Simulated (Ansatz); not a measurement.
Basis-set series for C₆H₁₈N₄W, SMILES `C[N]=[W](=[N]C)([N](C)C)[N](C)C`. The species carries charge 0 and has multiplicity 1. W takes the def2 core potential. All single points use the PBE0-D4/def2-TZVP geometry. It is one conformer, not always the lowest.

| functional | basis | functions | energy (Eh) | HOMO (eV) | LUMO (eV) |
| --- | --- | --- | --- | --- | --- |
| PBE0-D4 | def2-SVP | 262 | -524.78115 | -5.55 | 0.20 |
| PBE0-D4 | def2-QZVPP | 1191 | -525.33695 | -5.64 | 0.00 |
| ωB97M-V | def2-SVP | 262 | -524.96685 | -7.68 | 2.03 |
| ωB97M-V | def2-QZVPP | 1191 | -525.54833 | -7.76 | 1.11 |

Problem. Give the rows for def2-TZVPP. (Estimate.)

Solution. Computed: 
```json
{"functional": "PBE0-D4", "basis": "def2-TZVPP", "functions": "618", "energy (Eh)": "-525.31028", "HOMO (eV)": "-5.62", "LUMO (eV)": "0.13"}
{"functional": "ωB97M-V", "basis": "def2-TZVPP", "functions": "618", "energy (Eh)": "-525.52240", "HOMO (eV)": "-7.74", "LUMO (eV)": "1.67"}
```

Positive LUMOs are unbound and depend on the basis.
